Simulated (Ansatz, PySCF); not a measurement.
The pair A = NH3 (SMILES N) (first 4 atoms), B = C2H6 (SMILES CC); geometry from B3LYP-D3(BJ)/def2-TZVP.
(charge 0, multiplicity 1):
```xyz
12

N     -0.0858    -0.0201    -0.2018
H     -0.2269     0.4751    -1.0748
H      0.3915     0.6109     0.4318
H      0.5449    -0.7912    -0.3890
C     -0.6012    -0.6083     3.3571
C      0.4661     0.4828     3.3486
H     -0.9389    -0.8303     2.3440
H     -1.4717    -0.3019     3.9408
H     -0.2184    -1.5314     3.7977
H      1.3449     0.1745     2.7769
H      0.8045     0.7242     4.3584
H      0.0850     1.4043     2.9027
```

Cores are frozen in the correlated methods. Rows in 6-31G* carry no dispersion term and start afresh at each structure (6-31G* with six Cartesian d functions). MP2/6-31G* freezes PySCF's default core.

Programs: Ansatz (a program for electronic structure) with Gaussian orbitals; PySCF for 6-31G* rows. Values without a source in brackets are computed.

Total energies (hartree), monomers frozen at their geometry in the pair:

| structure | B3LYP/6-31G* | MP2/6-31G* | CCSD(T)/aug-cc-pVDZ |
|---|---|---|---|
| AB | -136.3794581 | -135.8508311 | -136.0250596 |
| A in the pair's basis | -56.5490681 | -56.3555724 | -56.4260230 |
| B in the pair's basis | -79.8305093 | -79.4949984 | -79.5976966 |
| A | -56.5477711 | -56.3541340 | -56.4252510 |
| B | -79.8303163 | -79.4947144 | -79.5971542 |

### Question
Work out the interaction energy without and with the counterpoise correction, and the superposition error, for each level.

### Answer

E(AB) − E(A) − E(B), times 627.509 kcal/mol, with the monomers in their own basis and then in the pair's basis:
- B3LYP/6-31G*: -0.86 uncorrected, 0.07 corrected; the monomers gain 0.94 kcal/mol from borrowed functions
- MP2/6-31G*: -1.24 uncorrected, -0.16 corrected; the monomers gain 1.08 kcal/mol from borrowed functions
- CCSD(T)/aug-cc-pVDZ: -1.67 uncorrected, -0.84 corrected; the monomers gain 0.82 kcal/mol from borrowed functions
